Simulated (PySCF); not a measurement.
## Vertical excitation energies

C6H10O.
Bonds: C1–O2, O2–C3, C3–C4, C4–C5 (double), C5–C6, C6–C7, C5–C7. Hydrogens: H8, H9, H10 on C1; H11, H12 on C3; H13 on C4; H14, H15 on C6; H16, H17 on C7.

Computed, not measured: TDDFT CAM-B3LYP/def2-SVPD, vertical, gas phase, core orbitals frozen in the response in PySCF. The structure is a single GFN2-xTB conformer in the gas phase; no vibrational or solvent corrections. Torsions of this conformer, `[CH3:1][O:2][CH2:3][CH:4]=[C:5]1[CH2:6][CH2:7]1`: C1–O2–C3–C4 68°, O2–C3–C4–C5 -114°.

Problem. List the vertical singlet excitations with oscillator strengths and describe the spectrum.

Solution. 

```csv
state,E (eV),ν̃ (cm⁻¹),f,|μ| (D),"main configurations (H = HOMO, L = LUMO)"
S1,6.40,51590,0.0021,0.29,"H→L (57%), H-1→L (20%), H-2→L (15%)"
S2,7.10,57300,0.101,1.94,"H-2→L (49%), H→L (28%)"
S3,7.16,57770,0.344,3.56,"H-1→L (61%), H→L+1 (10%), H-2→L (8%)"
S4,7.35,59310,0.033,1.10,"H→L+1 (43%), H-1→L+1 (32%)"
S5,7.41,59750,0.0071,0.50,"H-1→L+1 (42%), H→L+1 (22%), H→L+2 (9%)"
S6,7.67,61890,0.0070,0.49,"H-3→L (57%), H-4→L (21%)"
S7,7.78,62780,0.0045,0.39,"H-1→L+2 (41%), H→L+2 (29%)"
S8,7.97,64300,0.0053,0.42,"H→L+4 (29%), H→L+3 (15%), H→L+2 (13%)"
```

Triplets, Tamm–Dancoff:

```json
{"state": "T1", "E (eV)": "4.44", "λ (nm)": "279.0", "main configurations (H = HOMO, L = LUMO)": "H-1→L (61%), H→L (25%)"}
{"state": "T2", "E (eV)": "6.03", "λ (nm)": "205.8", "main configurations (H = HOMO, L = LUMO)": "H→L (44%), H-2→L (26%), H-1→L (19%)"}
{"state": "T3", "E (eV)": "6.79", "λ (nm)": "182.7", "main configurations (H = HOMO, L = LUMO)": "H-2→L (51%), H→L (19%)"}
```

The lowest singlet lies at 6.40 eV (194 nm, vacuum ultraviolet) and is very weak; its leading configuration is HOMO→LUMO (57%). The strongest level in the table is S3 at 7.16 eV (173 nm, f = 0.344). Löwdin shares by element: HOMO oxygen 44%, carbon 32% or more (atoms not listed hold the other 24%); LUMO carbon 58% or more (atoms not listed hold the other 42%). Orbital energies (eV): HOMO-3 -10.45, HOMO-2 -9.86, HOMO-1 -8.87, HOMO -8.73, LUMO 1.09, LUMO+1 1.35, LUMO+2 1.82. Weighted by f, the mean energy of these states is 7.19 eV. The listed states span 1.58 eV, and the widest gap between neighbours is 0.71 eV (S1 to S2). Singlets were solved by full linear response, triplets in the Tamm–Dancoff approximation.
